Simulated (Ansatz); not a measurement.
`NC(=O)[SiH2]Cl`, relaxed with RKS PBE0-D4/def2-TZVP in the Gaussian-basis code of Ansatz from a PBE-D4/def2-SVP geometry. The force threshold is 0.005 eV/Å; the program also tests the step.

Charge 0, multiplicity 1.

Start:

```xyz
9

N    -1.023    0.150    1.176
C    -0.760   -0.329   -0.069
O    -1.548   -0.965   -0.770
Si    0.972   -0.017   -0.849
Cl    2.209    1.071    0.462
H    -1.941   -0.008    1.601
H    -0.310    0.670    1.691
H     1.611   -1.341   -1.133
H     0.790    0.770   -2.110
```

(1) By how much does the energy fall, and how many steps does the optimiser take? (Estimate.)

(2) Which bonds change most? (Best estimate.)

(3) Give the relaxed structure. (Estimate.)

## Answers

(1) Ansatz gave: 1.15 kcal/mol, in 6 steps.

(2) Ansatz gave: Si4–Cl5 from 2.105 to 2.068 Å; Si4–H9 from 1.498 to 1.478 Å; Si4–H8 from 1.497 to 1.478 Å; C2–Si4 from 1.926 to 1.908 Å.

(3) Computed: 
```xyz
9

N    -1.021    0.149    1.171
C    -0.742   -0.317   -0.060
O    -1.525   -0.944   -0.751
Si    0.970   -0.017   -0.848
Cl    2.200    1.052    0.425
H    -1.931   -0.019    1.572
H    -0.335    0.661    1.697
H     1.598   -1.328   -1.117
H     0.785    0.764   -2.088
```
